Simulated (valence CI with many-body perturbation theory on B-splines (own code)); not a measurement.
Tm37+: electric-dipole lines

Calculated by relativistic CI+MBPT: four valence electrons over a frozen Dirac-Fock core [Ar] 3d10, radial functions for each j: 11 s, 11 p, 9 d, 7 f, 5 g, 2 h, 1 i, with the one-electron correlation potential Σ1 (screened to all orders), the two-electron term Σ2, the three-electron term Σ3, Breit, model QED; selected single and double excitations, second order for the rest (own B-spline code, finite nucleus).

The last digits are not significant, and no measured levels were compared; by estimate large intervals hold to a few tenths of a per cent, small ones and those within an open d or f shell to about a per cent.

Lines 151 to 200 of 243 in falling wavelength, among levels below 397.86 eV, chosen from the strongest by gf and those to the six lowest levels. Wavelengths and rates use the calculated energies. Electric multipoles are in the length gauge, E1 and E2 with the static RPA response of the core. Weak lines are less certain than strong ones. Lines between different terms over intervals too small for the method are left out, as are lines whose strength nearly cancels. Where a level lies close to another of its J and parity, the split of strength between their lines is uncertain. The highest levels of a list are the least certain.

Levels are named by their leading jj configuration (3d3/2^4 stands for four electrons in 3d with j = 3/2), which in mixed levels can hold well under half, so a name can repeat and another be missing. Letters in brackets count levels of one name in rising energy.

| λ vac (nm) | Upper | Lower | A (s⁻¹) | log gf | Branch % |
| --- | --- | --- | --- | --- | --- |
| 7.602 | (4p1/2 4p3/2^3) J=1 | (4s 4p1/2 4p3/2^2) J=2 [b] | 9.25e+10 | -0.62 | 8.6 |
| 7.598 | (4s 4p1/2 4p3/2 4d5/2) J=4 [c] | (4s 4p1/2 4p3/2^2) J=3 | 6.78e+10 | -0.28 | 71.5 |
| 7.592 | (4s^2 4p3/2 4d5/2) J=1 | (4s^2 4p3/2^2) J=2 | 3.80e+11 | -0.01 | 89.5 |
| 7.589 | (4s 4p1/2 4p3/2 4d3/2) J=2 [d] | (4s 4p1/2 4p3/2^2) J=2 [a] | 5.46e+10 | -0.63 | 10.8 |
| 7.589 | (4s 4p1/2 4p3/2 4d5/2) J=2 [e] | (4s 4p1/2 4p3/2^2) J=1 [a] | 2.08e+11 | -0.05 | 26.5 |
| 7.580 | (4s 4p1/2 4p3/2^2) J=1 [b] | (4s^2 4p1/2 4p3/2) J=2 | 3.28e+11 | -0.07 | 51.0 |
| 7.572 | (4s 4p1/2 4p3/2 4d3/2) J=1 [d] | (4s^2 4p1/2 4d3/2) J=2 | 1.91e+11 | -0.31 | 66.8 |
| 7.548 | (4s 4p1/2 4p3/2 4d5/2) J=1 [b] | (4s 4p1/2 4p3/2^2) J=0 | 3.61e+10 | -1.03 | 7.1 |
| 7.544 | (4s 4p1/2 4p3/2 4d5/2) J=2 [e] | (4s^2 4p1/2 4d5/2) J=3 | 8.15e+10 | -0.46 | 10.4 |
| 7.518 | (4s 4p1/2 4p3/2 4d5/2) J=2 [b] | (4s 4p1/2 4p3/2^2) J=2 [a] | 4.00e+10 | -0.77 | 10.1 |
| 7.507 | (4s^2 4p3/2 4d5/2) J=2 | (4s^2 4p3/2^2) J=2 | 6.07e+11 | 0.41 | 98.0 |
| 7.492 | (4s 4p1/2 4p3/2 4d5/2) J=3 [e] | (4s^2 4p1/2 4d5/2) J=3 | 2.62e+11 | 0.19 | 31.5 |
| 7.490 | (4s^2 4p3/2 4d5/2) J=3 | (4s^2 4p3/2^2) J=2 | 6.05e+11 | 0.55 | 93.9 |
| 7.488 | (4s 4p1/2 4p3/2 4d5/2) J=2 [e] | (4s^2 4p1/2 4d5/2) J=2 | 1.83e+11 | -0.11 | 23.3 |
| 7.464 | (4s 4p1/2 4p3/2 4d5/2) J=3 [b] | (4s 4p1/2 4p3/2^2) J=2 [a] | 1.07e+11 | -0.20 | 39.5 |
| 7.453 | (4s 4p3/2^3) J=1 | (4s^2 4p3/2^2) J=0 | 5.88e+11 | 0.17 | 71.3 |
| 7.437 | (4s 4p1/2 4p3/2 4d5/2) J=3 [e] | (4s^2 4p1/2 4d5/2) J=2 | 1.21e+11 | -0.15 | 14.5 |
| 7.436 | (4s 4p1/2 4p3/2^2) J=2 [b] | (4s^2 4p1/2 4p3/2) J=1 | 6.99e+10 | -0.54 | 13.4 |
| 7.406 | (4s 4p1/2 4p3/2^2) J=1 [b] | (4s^2 4p1/2 4p3/2) J=1 | 2.55e+11 | -0.20 | 39.7 |
| 7.396 | (4s 4p1/2 4p3/2 4d5/2) J=2 [f] | (4s^2 4p1/2 4d5/2) J=3 | 1.53e+10 | -1.20 | 1.7 |
| 7.354 | (4s 4p1/2 4p3/2 4d5/2) J=2 [c] | (4s^2 4p1/2 4d3/2) J=1 | 4.57e+11 | 0.27 | 46.8 |
| 7.331 | (4p1/2 4p3/2^3) J=1 | (4s^2 4p1/2 4d5/2) J=2 | 1.18e+11 | -0.54 | 10.9 |
| 7.292 | (4s 4p1/2 4p3/2 4d5/2) J=3 [c] | (4s 4p1/2 4p3/2^2) J=2 [a] | 1.24e+11 | -0.16 | 32.2 |
| 7.240 | (4s 4p1/2 4p3/2 4d3/2) J=1 [e] | (4s^2 4p1/2 4d3/2) J=2 | 3.66e+10 | -1.06 | 3.4 |
| 7.204 | (4s 4p1/2^2 4d5/2) J=2 [b] | (4s 4p1/2^2 4p3/2) J=2 | 3.76e+10 | -0.84 | 9.2 |
| 7.156 | (4p1/2 4p3/2^3) J=1 | (4s 4p1/2 4p3/2^2) J=0 | 1.44e+11 | -0.48 | 13.4 |
| 7.095 | (4s 4p1/2 4p3/2 4d5/2) J=2 [d] | (4s 4p1/2 4p3/2^2) J=3 | 3.16e+10 | -0.92 | 6.0 |
| 7.094 | (4s 4p3/2^3) J=1 | (4s^2 4p3/2^2) J=2 | 2.18e+11 | -0.31 | 26.5 |
| 6.980 | (4s^2 4p1/2 4f5/2) J=3 | (4s^2 4p1/2 4d3/2) J=2 | 5.88e+11 | 0.48 | 92.1 |
| 6.736 | (4s 4p1/2 4p3/2 4d5/2) J=2 [c] | (4s^2 4p1/2 4d3/2) J=2 | 1.86e+11 | -0.20 | 19.0 |
| 6.646 | (4s 4p1/2 4p3/2 4d5/2) J=3 [d] | (4s^2 4p1/2 4d3/2) J=2 | 5.60e+10 | -0.59 | 10.3 |
| 6.535 | (4s 4p1/2 4p3/2 4d5/2) J=2 [f] | (4s 4p1/2 4p3/2^2) J=2 [a] | 1.86e+10 | -1.23 | 2.1 |
| 6.525 | (4p1/2 4p3/2^3) J=1 | (4s 4p1/2 4p3/2^2) J=2 [a] | 4.71e+10 | -1.04 | 4.4 |
| 6.495 | (4s 4p1/2 4p3/2 4d5/2) J=2 [e] | (4s^2 4p1/2 4d3/2) J=2 | 4.53e+10 | -0.84 | 5.8 |
| 6.461 | (4s 4p1/2 4p3/2 4d3/2) J=1 [a] | (4s 4p1/2^2 4p3/2) J=2 | 9.60e+09 | -1.74 | 35.0 |
| 6.456 | (4s 4p1/2 4p3/2 4d5/2) J=3 [e] | (4s^2 4p1/2 4d3/2) J=2 | 1.55e+10 | -1.17 | 1.9 |
| 6.442 | (4s 4p1/2 4p3/2 4d3/2) J=2 [a] | (4s 4p1/2^2 4p3/2) J=2 | 5.03e+10 | -0.81 | 57.6 |
| 6.385 | (4s 4p1/2 4p3/2 4d5/2) J=2 [f] | (4s^2 4p1/2 4d3/2) J=2 | 2.39e+10 | -1.14 | 2.6 |
| 6.385 | (4s 4p1/2 4p3/2 4d3/2) J=3 [a] | (4s 4p1/2^2 4p3/2) J=2 | 2.51e+10 | -0.97 | 67.3 |
| 6.191 | (4s 4p1/2 4p3/2 4d3/2) J=1 [c] | (4s 4p1/2^2 4p3/2) J=1 | 4.97e+10 | -1.07 | 9.9 |
| 6.007 | (4s 4p1/2 4p3/2 4d3/2) J=2 [d] | (4s 4p1/2^2 4p3/2) J=1 | 3.64e+11 | -0.01 | 72.0 |
| 6.005 | (4s 4p1/2 4p3/2 4d3/2) J=2 [b] | (4s 4p1/2^2 4p3/2) J=2 | 8.96e+09 | -1.62 | 4.3 |
| 5.979 | (4s^2 4p3/2 4d3/2) J=2 [a] | (4s^2 4p1/2 4p3/2) J=2 | 2.96e+11 | -0.10 | 58.9 |
| 5.963 | (4s 4p1/2 4p3/2 4d3/2) J=3 [b] | (4s 4p1/2^2 4p3/2) J=2 | 8.73e+09 | -1.49 | 11.2 |
| 5.962 | (4s 4p1/2 4p3/2 4d5/2) J=2 [b] | (4s 4p1/2^2 4p3/2) J=1 | 1.66e+11 | -0.35 | 41.8 |
| 5.950 | (4s^2 4p3/2 4d3/2) J=1 | (4s^2 4p1/2 4p3/2) J=2 | 1.05e+11 | -0.78 | 13.2 |
| 5.945 | (4s^2 4p3/2 4d3/2) J=2 [b] | (4s^2 4p1/2 4p3/2) J=2 | 2.43e+11 | -0.19 | 53.6 |
| 5.936 | (4s 4p1/2 4p3/2 4d3/2) J=3 [c] | (4s 4p1/2^2 4p3/2) J=2 | 6.38e+11 | 0.37 | 93.6 |
| 5.909 | (4s 4p1/2 4p3/2 4d3/2) J=1 [e] | (4s 4p1/2^2 4p3/2) J=1 | 8.65e+11 | 0.13 | 79.3 |
| 5.893 | (4s^2 4p3/2 4d3/2) J=3 | (4s^2 4p1/2 4p3/2) J=2 | 7.98e+11 | 0.46 | 99.3 |
